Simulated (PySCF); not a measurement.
H5InO3Si, SMILES [SiH3][O][In]([OH])[OH], singlet, PBE0/def2-SVP optimised geometry.

```
10

In    -0.50     0.80     1.16
O     -1.54     2.36     0.52
H     -1.47     3.12     1.11
O      0.58     0.66     2.83
H      0.58     1.48     3.34
O     -0.57    -0.80     0.00
Si     0.04    -2.34     0.00
H      1.54    -2.34     0.00
H     -0.43    -3.04    -1.23
H     -0.41    -3.12     1.20
```

Density from PySCF 2.14.0 with PBE0/def2-TZVP, def2 effective core potentials past Kr at that geometry. The core electrons that the potentials of In replace are not part of the density.

Minimum of the electron density along straight lines between bonded atoms, close to the bond critical point (lines longer than 1.1 times the sum of covalent radii, or with two minima, are not listed):

| bond | length / Å | ρ at the minimum / e bohr⁻³ | ∇²ρ there / e bohr⁻⁵ | position (fraction from the first atom) |
|---|---|---|---|---|
| In1–O2 | 1.986 | 0.115 | 0.49 | 0.52 |
| O2–H3 | 0.964 | 0.357 | -2.36 | 0.80 |
| In1–O4 | 1.992 | 0.114 | 0.49 | 0.52 |
| O4–H5 | 0.964 | 0.357 | -2.36 | 0.80 |
| In1–O6 | 1.976 | 0.114 | 0.53 | 0.52 |
| O6–Si7 | 1.653 | 0.134 | 0.79 | 0.59 |
| Si7–H8 | 1.499 | 0.119 | 0.14 | 0.49 |
| Si7–H9 | 1.494 | 0.121 | 0.14 | 0.49 |
| Si7–H10 | 1.499 | 0.119 | 0.14 | 0.49 |
